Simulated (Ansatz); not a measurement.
`BC1OC1=C` + H₂ → `C=C1CO1` + BH₃ at 500 K and 1 bar (hydrogenolysis of a C–B bond).

Program: Ansatz. Geometries: PBE0-D4/def2-TZVP. ΔE: electronic, gas phase. CCSD(T)/CBS adds triple-zeta CCSD(T) − MP2 to the extrapolated MP2 energy (def2 sets, frozen cores). This one scheme is used for every species.

```csv
species,CCSD(T)/CBS energy (Eh),H − E (kJ/mol),S (J/(mol·K))
`BC1OC1=C`,-217.02601,228.9,357.9
H₂,-1.17544,41.0,145.5
`C=C1CO1`,-191.64805,191.5,310.0
BH₃,-26.55200,86.8,208.8
```

H − E and S are ideal-gas, rigid-rotor, harmonic terms from PBE0-D4/def2-TZVP, for one conformer and one mirror image of each species. The MP2-based limit puts H₂ 0.8 mEh under its directly extrapolated value; such offsets cancel only in part. 1 Eh = 2625.50 kJ/mol, R = 8.31446 J/(mol·K).

Question: By hand: ΔE, ΔH, ΔS and ΔG.

Answer: ΔE = (-191.64805) + (-26.55200) − (-217.02601) − (-1.17544) = 0.00140 Eh = 3.7 kJ/mol. Δ(H − E) = 191.5 + 86.8 − 228.9 − 41.0 = 8.4, so ΔH = 12.1 kJ/mol. ΔS = 310.0 + 208.8 − 357.9 − 145.5 = 15.4 J/(mol·K). ΔG = 12.1 − 500 × (15.4)/1000 = 4.4 kJ/mol.

Question: By hand: the equilibrium constant, and the temperature at which ΔG would vanish if ΔH and ΔS stayed fixed.

Answer: log₁₀ K = −ΔG/(RT ln 10) = -0.5. ΔG = 0 at ΔH/ΔS = 786 K, though so small a ΔS makes that figure unsure.

TΔS isn't small against ΔH here. The sign of ΔG lies within the doubt. A doubt of 5 kJ/mol in ΔE shifts log₁₀ K by 0.5 here. Other conformers and mirror images would add mixing entropy, several J/(mol·K) or more a flexible species. These are equilibria of isolated gas molecules and say nothing of rates. Largest T1 diagnostic: 0.014 (customary marks: 0.02 for closed shells, 0.045 for open ones).
